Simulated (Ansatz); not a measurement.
La2O2. The state is a quintet with charge 0. Geometry PBE0-D4/def2-TZVP; atoms count from 1.

```tsv
atom	x (Å)	y (Å)	z (Å)
La1	0.3457	-1.6207	-0.7671
La2	-0.9599	1.4216	0.6292
O3	0.3776	0.6079	-0.9728
O4	0.2367	-0.4088	1.1107
```

In the def2 sets La takes a core potential; there is no spin–orbit coupling. At PBE0-D4/def2-TZVP a broken-symmetry singlet of charge 0 lies 4.34 eV below the quintet, each at its own geometry. The structure comes from a short search, and lower isomers may exist.

Estimate the Mulliken populations from the PBE0/def2-TZVP orbitals of Ansatz.


```csv
atom,charge (e),spin (α − β),d electrons
La1,0.57,1.47,1.28
La2,0.57,1.48,1.28
O3,-0.57,0.53,–
O4,-0.57,0.52,–
```
Mulliken values and Mayer orders depend strongly on the basis.

Where does the spin sit?

Summed by element: La 2.95, O 1.05, of 4 unpaired in all. Largest on single atoms: La2 1.48, La1 1.47, O3 0.53.

And the Mayer bond orders between bonded heavy atoms (over 0.3)?

La1–La2 0.67 (3.59 Å); La1–O3 0.73 (2.24 Å); La1–O4 0.73 (2.24 Å); La2–O3 0.73 (2.24 Å); La2–O4 0.73 (2.24 Å).
